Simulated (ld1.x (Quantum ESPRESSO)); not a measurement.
**Transferability test, PAW potential for chlorine (Cl)**

ld1.x (Quantum ESPRESSO) 7.5 input, shortened:

```
&input
   title='Cl', zed=17., rel=1, dft='BP', iswitch=3,
   config='[Ne] 3s2 3p5'
 /
 &inputp
   pseudotype=3, lpaw=.true., tm=.true., lloc=-1, rcloc=1.20,
   nlcc=.true., new_core_ps=.true.,
   which_augfun='PSQ', rmatch_augfun=0.85
 /
4
3S  1  0   2.00   0.00  1.00  1.20  0.0
3S  1  0   0.00  -0.90  1.00  1.20  0.0
3P  2  1   5.00   0.00  1.15  1.45  0.0
3P  2  1   0.00   0.45  1.15  1.45  0.0
 &test
   configts(1)='3s2 3p5'
 /
```

Energies are relative to the spin-unpolarised reference configuration 3s2 3p5; without spin polarisation the order of configurations can differ from experiment.

| valence configuration | charge | ΔE all-electron (eV) | error AE − PS (meV) |
| --- | --- | --- | --- |
| 3s2 3p4 | +1 | 13.963 | -1.8 |
| 3s2 3p3 | +2 | 39.496 | -8.4 |
| 3s2 3p2 | +3 | 77.896 | -30 |
| 3s1 3p6 | 0 | 12.155 | -0.5 |
| 3s1 3p5 | +1 | 26.676 | -2.5 |
| 3s2 3p1 | +4 | 130.249 | -85 |

Problem. What are ΔE and the potential's error for 3s2 3p4.5?

Solution. ΔE = 5.628 eV all-electron; the error (AE − PS) is -0.6 meV.

Levels in the configuration 3s2 3p4.5:

```tsv
level	all-electron (eV)	pseudo (eV)
3s	-26.280	-26.281
3p	-13.897	-13.897
```
